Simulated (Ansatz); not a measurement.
Calculation: r2SCAN-D4/def2-SVP in Ansatz (a program for electronic structure). No frequencies were computed at this level.

Ansatz 0.2 input:
```yaml
crystal:
  periodic: [false, false, false]
  atoms:
    - { symbol: Zn, position_ang: [-0.028628, -1.347818, 0.480266] }
    - { symbol: O, position_ang: [1.327325, -0.907503, -0.535476] }
    - { symbol: C, position_ang: [2.318188, -1.601604, -1.232465] }
    - { symbol: H, position_ang: [2.995629, -2.144928, -0.565058] }
    - { symbol: H, position_ang: [2.895612, -0.840795, -1.769365] }
    - { symbol: H, position_ang: [1.902416, -2.30104, -1.965678] }
    - { symbol: O, position_ang: [-1.251305, -0.259595, 1.099985] }
    - { symbol: C, position_ang: [-2.463046, -0.403696, 1.778564] }
    - { symbol: H, position_ang: [-3.187722, -1.00273, 1.217388] }
    - { symbol: H, position_ang: [-2.865124, 0.609066, 1.891327] }
    - { symbol: H, position_ang: [-2.335334, -0.839144, 2.775057] }
basis:
  gaussian: { orbitals: def2-svp }
hamiltonian:
  xc: r2scan
  dispersion: d4
relax:
  max_steps: 150
```

Output:

```
[...]
1308 factors; their error is unknown
mean field -54670.04335832 eV, -2009.0870367320 hartree, gradient 1.3e-5 eV, S^2 0.000000; 0 other end points of the search recorded, 0 dependent functions left out
reference -54670.04337561 eV, -2009.0870373673 hartree; 32, 32 occupied and 85, 85 virtual orbitals, 1308 factors
relax step  19: F+E_penalty+E_count = -54670.08487499 eV  Δ(F+E_penalty+E_count) = -5.212e-5 eV  max|allowed force component| = 7.765e-3 eV/Å  Δτ_max = 0.0034 Å  (24 SCF iters, accepted)
these checks for a lower state are left out or cut short: starts, cluster_reference, orbital_swaps, neighbouring_geometries, increment
1308 factors; their error is unknown
mean field -54670.04377881 eV, -2009.0870521848 hartree, gradient 1.8e-5 eV, S^2 0.000000; 0 other end points of the search recorded, 0 dependent functions left out
reference -54670.04379611 eV, -2009.0870528203 hartree; 32, 32 occupied and 85, 85 virtual orbitals, 1308 factors
relax step  20: F+E_penalty+E_count = -54670.08529814 eV  Δ(F+E_penalty+E_count) = -4.231e-4 eV  max|allowed force component| = 2.351e-2 eV/Å  Δτ_max = 0.0491 Å  (29 SCF iters, accepted)
these checks for a lower state are left out or cut short: starts, cluster_reference, orbital_swaps, neighbouring_geometries, increment
1308 factors; their error is unknown
mean field -54670.04355883 eV, -2009.0870441006 hartree, gradient 9.2e-6 eV, S^2 0.000000; 0 other end points of the search recorded, 0 dependent functions left out
reference -54670.04357610 eV, -2009.0870447353 hartree; 32, 32 occupied and 85, 85 virtual orbitals, 1308 factors
relax step  21: F+E_penalty+E_count = -54670.08508143 eV  Δ(F+E_penalty+E_count) = +2.167e-4 eV  max|allowed force component| = 9.948e-2 eV/Å  Δτ_max = 0.0737 Å  (29 SCF iters, rejected (line search))
these checks for a lower state are left out or cut short: starts, cluster_reference, orbital_swaps, neighbouring_geometries, increment
1308 factors; their error is unknown
mean field evaluation 160: about -54670.1016 eV, gradient 1.7e-2 eV
mean field -54670.04419902 eV, -2009.0870676270 hartree, gradient 1.5e-5 eV, S^2 0.000000; 0 other end points of the search recorded, 0 dependent functions left out
reference -54670.04421630 eV, -2009.0870682623 hartree; 32, 32 occupied and 85, 85 virtual orbitals, 1308 factors
relax step  22: F+E_penalty+E_count = -54670.08572195 eV  Δ(F+E_penalty+E_count) = -4.238e-4 eV  max|allowed force component| = 2.908e-2 eV/Å  Δτ_max = 0.0354 Å  (29 SCF iters, accepted)
these checks for a lower state are left out or cut short: starts, cluster_reference, orbital_swaps, neighbouring_geometries, increment
1308 factors; their error is unknown
mean field -54670.04468469 eV, -2009.0870854751 hartree, gradient 1.5e-5 eV, S^2 0.000000; 0 other end points of the search recorded, 0 dependent functions left out
reference -54670.04470196 eV, -2009.0870861099 hartree; 32, 32 occupied and 85, 85 virtual orbitals, 1308 factors
relax step  23: F+E_penalty+E_count = -54670.08620695 eV  Δ(F+E_penalty+E_count) = -4.850e-4 eV  max|allowed force component| = 2.977e-2 eV/Å  Δτ_max = 0.0366 Å  (29 SCF iters, accepted)
these checks for a lower state are left out or cut short: starts, cluster_reference, orbital_swaps, neighbouring_geometries, increment
1308 factors; their error is unknown
mean field -54670.04519805 eV, -2009.0871043409 hartree, gradient 2.1e-5 eV, S^2 0.000000; 0 other end points of the search recorded, 0 dependent functions left out
reference -54670.04521531 eV, -2009.0871049751 hartree; 32, 32 occupied and 85, 85 virtual orbitals, 1308 factors
relax step  24: F+E_penalty+E_count = -54670.08670964 eV  Δ(F+E_penalty+E_count) = -5.027e-4 eV  max|allowed force component| = 6.471e-2 eV/Å  Δτ_max = 0.0545 Å  (29 SCF iters, accepted)
these checks for a lower state are left out or cut short: starts, cluster_reference, orbital_swaps, neighbouring_geometries, increment
1308 factors; their error is unknown
mean field -54670.04584335 eV, -2009.0871280551 hartree, gradient 1.6e-5 eV, S^2 0.000000; 0 other end points of the search recorded, 0 dependent functions left out
reference -54670.04586060 eV, -2009.0871286891 hartree; 32, 32 occupied and 85, 85 virtual orbitals, 1308 factors
relax step  25: F+E_penalty+E_count = -54670.08735072 eV  Δ(F+E_penalty+E_count) = -6.411e-4 eV  max|allowed force component| = 6.103e-2 eV/Å  Δτ_max = 0.0372 Å  (29 SCF iters, accepted)
these checks for a lower state are left out or cut short: starts, cluster_reference, orbital_swaps, neighbouring_geometries, increment
1308 factors; their error is unknown
mean field evaluation 192: about -54670.0467 eV, gradient 2.4e-5 eV
mean field -54670.04665001 eV, -2009.0871576995 hartree, gradient 2.4e-5 eV, S^2 0.000000; 0 other end points of the search recorded, 0 dependent functions left out
reference -54670.04666727 eV, -2009.0871583337 hartree; 32, 32 occupied and 85, 85 virtual orbitals, 1308 factors
relax step  26: F+E_penalty+E_count = -54670.08815360 eV  Δ(F+E_penalty+E_count) = -8.029e-4 eV  max|allowed force component| = 7.233e-2 eV/Å  Δτ_max = 0.0654 Å  (29 SCF iters, accepted)
these checks for a lower state are left out or cut short: starts, cluster_reference, orbital_swaps, neighbouring_geometries, increment
1308 factors; their error is unknown
mean field -54670.04744947 eV, -2009.0871870789 hartree, gradient 1.8e-5 eV, S^2 0.000000; 0 other end points of the search recorded, 0 dependent functions left out
reference -54670.04746673 eV, -2009.0871877133 hartree; 32, 32 occupied and 85, 85 virtual orbitals, 1308 factors
relax step  27: F+E_penalty+E_count = -54670.08895133 eV  Δ(F+E_penalty+E_count) = -7.977e-4 eV  max|allowed force component| = 7.210e-2 eV/Å  Δτ_max = 0.0428 Å  (30 SCF iters, accepted)
these checks for a lower state are left out or cut short: starts, cluster_reference, orbital_swaps, neighbouring_geometries, increment
1308 factors; their error is unknown
mean field -54670.04840348 eV, -2009.0872221381 hartree, gradient 2.1e-5 eV, S^2 0.000000; 0 other end points of the search recorded, 0 dependent functions left out
reference -54670.04842075 eV, -2009.0872227728 hartree; 32, 32 occupied and 85, 85 virtual orbitals, 1308 factors
relax step  28: F+E_penalty+E_count = -54670.08990257 eV  Δ(F+E_penalty+E_count) = -9.512e-4 eV  max|allowed force component| = 7.458e-2 eV/Å  Δτ_max = 0.0570 Å  (29 SCF iters, accepted)
these checks for a lower state are left out or cut short: starts, cluster_reference, orbital_swaps, neighbouring_geometries, increment
1308 factors; their error is unknown
mean field -54670.04932489 eV, -2009.0872559992 hartree, gradient 1.8e-5 eV, S^2 0.000000; 0 other end points of the search recorded, 0 dependent functions left out
reference -54670.04934216 eV, -2009.0872566340 hartree; 32, 32 occupied and 85, 85 virtual orbitals, 1308 factors
relax step  29: F+E_penalty+E_count = -54670.09081773 eV  Δ(F+E_penalty+E_count) = -9.152e-4 eV  max|allowed force component| = 6.363e-2 eV/Å  Δτ_max = 0.0484 Å  (30 SCF iters, accepted)
these checks for a lower state are left out or cut short: starts, cluster_reference, orbital_swaps, neighbouring_geometries, increment
1308 factors; their error is unknown
mean field -54670.04964519 eV, -2009.0872677701 hartree, gradient 1.7e-5 eV, S^2 0.000000; 0 other end points of the search recorded, 0 dependent functions left out
reference -54670.04966247 eV, -2009.0872684051 hartree; 32, 32 occupied and 85, 85 virtual orbitals, 1308 factors
relax step  30: F+E_penalty+E_count = -54670.09112984 eV  Δ(F+E_penalty+E_count) = -3.121e-4 eV  max|allowed force component| = 9.966e-2 eV/Å  Δτ_max = 0.0294 Å  (30 SCF iters, accepted)
these checks for a lower state are left out or cut short: starts, cluster_reference, orbital_swaps, neighbouring_geometries, increment
1308 factors; their error is unknown
mean field evaluation 224: about -54670.0505 eV, gradient 1.9e-1 eV
mean field -54670.05056446 eV, -2009.0873015526 hartree, gradient 1.8e-5 eV, S^2 0.000000; 0 other end points of the search recorded, 0 dependent functions left out
reference -54670.05058174 eV, -2009.0873021877 hartree; 32, 32 occupied and 85, 85 virtual orbitals, 1308 factors
relax step  31: F+E_penalty+E_count = -54670.09206123 eV  Δ(F+E_penalty+E_count) = -9.314e-4 eV  max|allowed force component| = 5.609e-2 eV/Å  Δτ_max = 0.0298 Å  (30 SCF iters, accepted)
these checks for a lower state are left out or cut short: starts, cluster_reference, orbital_swaps, neighbouring_geometries, increment
1308 factors; their error is unknown
mean field -54670.05101491 eV, -2009.0873181063 hartree, gradient 2.1e-5 eV, S^2 0.000000; 0 other end points of the search recorded, 0 dependent functions left out
reference -54670.05103219 eV, -2009.0873187415 hartree; 32, 32 occupied and 85, 85 virtual orbitals, 1308 factors
relax step  32: F+E_penalty+E_count = -54670.09249543 eV  Δ(F+E_penalty+E_count) = -4.342e-4 eV  max|allowed force component| = 6.448e-2 eV/Å  Δτ_max = 0.0617 Å  (29 SCF iters, accepted)
these checks for a lower state are left out or cut short: starts, cluster_reference, orbital_swaps, neighbouring_geometries, increment
1308 factors; their error is unknown
mean field -54670.05154715 eV, -2009.0873376658 hartree, gradient 1.5e-5 eV, S^2 0.000000; 0 other end points of the search recorded, 0 dependent functions left out
reference -54670.05156443 eV, -2009.0873383009 hartree; 32, 32 occupied and 85, 85 virtual orbitals, 1308 factors
relax step  33: F+E_penalty+E_count = -54670.09302575 eV  Δ(F+E_penalty+E_count) = -5.303e-4 eV  max|allowed force component| = 3.146e-2 eV/Å  Δτ_max = 0.0218 Å  (30 SCF iters, accepted)
these checks for a lower state are left out or cut short: starts, cluster_reference, orbital_swaps, neighbouring_geometries, increment
1308 factors; their error is unknown
mean field -54670.05197702 eV, -2009.0873534632 hartree, gradient 1.6e-5 eV, S^2 0.000000; 0 other end points of the search recorded, 0 dependent functions left out
reference -54670.05199429 eV, -2009.0873540979 hartree; 32, 32 occupied and 85, 85 virtual orbitals, 1308 factors
relax step  34: F+E_penalty+E_count = -54670.09344690 eV  Δ(F+E_penalty+E_count) = -4.212e-4 eV  max|allowed force component| = 2.129e-2 eV/Å  Δτ_max = 0.0437 Å  (29 SCF iters, accepted)
these checks for a lower state are left out or cut short: starts, cluster_reference, orbital_swaps, neighbouring_geometries, increment
1308 factors; their error is unknown
mean field evaluation 256: about -54670.0522 eV, gradient 1.5e-5 eV
mean field -54670.05223996 eV, -2009.0873631260 hartree, gradient 1.5e-5 eV, S^2 0.000000; 0 other end points of the search recorded, 0 dependent functions left out
reference -54670.05225721 eV, -2009.0873637603 hartree; 32, 32 occupied and 85, 85 virtual orbitals, 1308 factors
relax step  35: F+E_penalty+E_count = -54670.09370572 eV  Δ(F+E_penalty+E_count) = -2.588e-4 eV  max|allowed force component| = 3.931e-2 eV/Å  Δτ_max = 0.0566 Å  (29 SCF iters, accepted)
these checks for a lower state are left out or cut short: starts, cluster_reference, orbital_swaps, neighbouring_geometries, increment
1308 factors; their error is unknown
mean field -54670.05241121 eV, -2009.0873694195 hartree, gradient 1.0e-5 eV, S^2 0.000000; 0 other end points of the search recorded, 0 dependent functions left out
reference -54670.05242847 eV, -2009.0873700537 hartree; 32, 32 occupied and 85, 85 virtual orbitals, 1308 factors
relax step  36: F+E_penalty+E_count = -54670.09387650 eV  Δ(F+E_penalty+E_count) = -1.708e-4 eV  max|allowed force component| = 2.357e-2 eV/Å  Δτ_max = 0.0114 Å  (30 SCF iters, accepted)
these checks for a lower state are left out or cut short: starts, cluster_reference, orbital_swaps, neighbouring_geometries, increment
1308 factors; their error is unknown
mean field -54670.05261437 eV, -2009.0873768855 hartree, gradient 1.4e-5 eV, S^2 0.000000; 0 other end points of the search recorded, 0 dependent functions left out
reference -54670.05263163 eV, -2009.0873775197 hartree; 32, 32 occupied and 85, 85 virtual orbitals, 1308 factors
relax step  37: F+E_penalty+E_count = -54670.09407460 eV  Δ(F+E_penalty+E_count) = -1.981e-4 eV  max|allowed force component| = 9.348e-3 eV/Å  Δτ_max = 0.0302 Å  (29 SCF iters, accepted)
1308 factors; their error is unknown
mean field evaluation 288: about -54670.0526 eV, gradient 3.1e-4 eV
mean field -54670.05261437 eV, -2009.0873768855 hartree, gradient 1.4e-5 eV, S^2 0.000000; 1 other end points of the search recorded, 0 dependent functions left out
reference -54670.05263163 eV, -2009.0873775197 hartree; 32, 32 occupied and 85, 85 virtual orbitals, 1308 factors
Total energy: -54670.09409186 eV, -2009.0889011551 hartree
Atom 0 at     0.027910    -0.417759     0.199825 Å, force     0.000724     0.004874    -0.000435 eV/Å
Atom 1 at     1.214472    -0.657274    -1.080001 Å, force    -0.001560    -0.003575     0.007176 eV/Å
Atom 2 at     2.199922    -1.650219    -1.088238 Å, force     0.005869    -0.005825    -0.001584 eV/Å
Atom 3 at     2.887727    -1.603206    -0.217026 Å, force    -0.007063     0.000646    -0.007949 eV/Å
Atom 4 at     2.825078    -1.527450    -1.992808 Å, force    -0.002783    -0.002113     0.004497 eV/Å
Atom 5 at     1.788802    -2.681758    -1.123619 Å, force     0.003916     0.009206     0.001728 eV/Å
Atom 6 at    -1.117331     0.086424     1.439825 Å, force     0.000306    -0.005788    -0.006423 eV/Å
Atom 7 at    -2.351443    -0.522855     1.690549 Å, force    -0.007955    -0.003148     0.003355 eV/Å
Atom 8 at    -3.032520    -0.528684     0.812800 Å, force     0.007561     0.000890     0.008180 eV/Å
Atom 9 at    -2.871186     0.036217     2.491482 Å, force     0.002218    -0.004514    -0.003929 eV/Å
Atom 10 at    -2.263420    -1.573224     2.041756 Å, force    -0.001233     0.009348    -0.004616 eV/Å
Dipole moment:    -0.048516    -0.312048     0.047114 e Å
```

Cost: around 2.9 core-minutes (rough).
